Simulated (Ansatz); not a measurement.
This geometry of FH₄InO₃ (9 atoms, charge 0, multiplicity 1) is a first-order saddle point.

Theory: Ansatz, RKS B3LYP-D4/def2-SVP.

```xyz
9
Properties=species:S:1:pos:R:3
In 0.093 0.365 -0.214
O -0.124 0.054 2.105
H -0.980 -0.176 2.493
O 1.941 -0.175 -0.740
H 1.915 -0.880 -1.403
O -1.650 -0.221 -1.020
H -2.144 -0.799 -0.422
F 0.068 2.152 0.721
H -0.075 1.044 2.104
```

Problem. Which two structures does it join? (They come from a converged band through this point; their orientation in space is the band's.)

Solution. No bond is made or broken.

First end point:

```xyz
9
Properties=species:S:1:pos:R:3
In 0.097 0.253 -0.173
O 0.042 0.109 2.155
H -0.773 -0.295 2.491
O 1.961 -0.151 -0.752
H 1.978 -0.930 -1.325
O -1.599 -0.720 -0.635
H -2.307 -0.084 -0.815
F -0.230 2.101 0.556
H -0.126 1.080 2.121
```

Last end point:

```xyz
9
Properties=species:S:1:pos:R:3
In 0.098 0.369 -0.131
O -0.016 0.066 2.167
H -0.916 -0.258 2.339
O 1.858 -0.056 -0.974
H 1.875 -0.971 -1.290
O -1.704 -0.518 -0.250
H -2.079 -0.518 -1.141
F 0.001 2.202 0.675
H -0.074 1.047 2.230
```

Problem. How far does it lie above each of them?

Solution. 11.2 kJ/mol above the first and 10.1 kJ/mol above the second. This is the barrier of this one path; another mechanism may lie lower.

The run took 7.4 min on 2 threads of Arm Neoverse V1 (shared host), peak memory 0.23 GiB.
